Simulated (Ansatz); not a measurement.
`CB(N)[SiH2]O` + H₂ → `CB(N)[SiH3]` + H₂O  (hydrogenolysis of the Si–O bond)

Program: Ansatz. Geometries: PBE0-D4/def2-TZVP. ΔE: electronic, gas phase. CCSD(T)/CBS adds triple-zeta CCSD(T) − MP2 to the extrapolated MP2 energy (def2 sets, frozen cores). This one scheme is used for every species. Each species was taken in one conformer, which may not be the lowest.

| species | CCSD(T)/CBS(def2) energy (Eh) |
| --- | --- |
| `CB(N)[SiH2]O` | -486.71070 |
| H₂ | -1.17544 |
| `CB(N)[SiH3]` | -411.48616 |
| H₂O | -76.37941 |

Problem. Work out ΔE.

Solution. ΔE = (-411.48616) + (-76.37941) − (-486.71070) − (-1.17544) = 0.02057 Eh = +54.0 kJ/mol.

Largest T1 diagnostic among the species: 0.013.

The D4 term adds +4.5 kJ/mol with B3LYP and +2.5 kJ/mol with PBE0; it sums over pairs of atoms, weighted by their polarisabilities, and B3LYP, whose exchange is more repulsive, gets the larger term.

B3LYP here is the variant with VWN-RPA as its local correlation; programs differ in this.
